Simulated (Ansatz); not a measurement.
The same path of BFH6OSi (10 atoms, charge 0, multiplicity 1) was run 3 times with different band settings. Lost on the way: B1–F2, H5–O6. Made: F2–H5.

Computed with RKS BHLYP/def2-SVP (Ansatz 0.2.0).

Relaxed end points:

```xyz
10
Properties=species:S:1:pos:R:3
B -1.508 0.022 -0.159
F -1.725 -1.178 -0.771
H -2.279 0.292 0.732
H -1.149 0.922 -0.894
H -0.090 -1.066 1.184
O -0.053 -0.257 0.672
Si 1.414 0.229 -0.068
H 2.476 -0.379 0.757
H 1.461 -0.280 -1.447
H 1.454 1.695 -0.007
```

```xyz
10
Properties=species:S:1:pos:R:3
B -1.429 0.896 0.150
F -0.154 -2.578 0.268
H -2.530 0.476 0.373
H -1.213 2.069 -0.001
H -0.551 -1.743 0.259
O -0.417 0.010 0.071
Si 1.244 0.180 -0.222
H 1.959 -0.356 0.947
H 1.561 -0.573 -1.445
H 1.528 1.619 -0.399
```

Common settings: spring 5.0 eV/Å²; optimiser quadratic models (default); start path through a guess of the saddle point; force threshold 0.05 eV/Å; end points relaxed.

| run | movable images | climbing image | iteration limit |
| --- | --- | --- | --- |
| 1 | 5 | yes | 60 |
| 2 | 5 | yes | 6 |
| 3 | 8 | no | 60 |

(1) What does each run give, and how far can it be trusted?

## Answers

(1) Run 1: converged after 25 iterations, highest image 0.965 eV above the first end. A vibrational analysis at the climbing image gives one clearly imaginary mode, 1161i cm⁻¹: a first-order saddle point.
Run 2: not converged after 6 iterations, highest image 0.894 eV above the first end. The band didn't meet its force threshold, so its energies are provisional: the largest band force was still 0.66 eV/Å, and over the last iterations the top moved between 0.79 and 1.06 eV.
Run 3: converged after 26 iterations, highest image 0.969 eV above the first end. No image climbed, so the highest image needn't sit at the top of the path.
The orbitals stay closed-shell, which can raise the energy where a bond breaks towards radicals; this wasn't checked here.
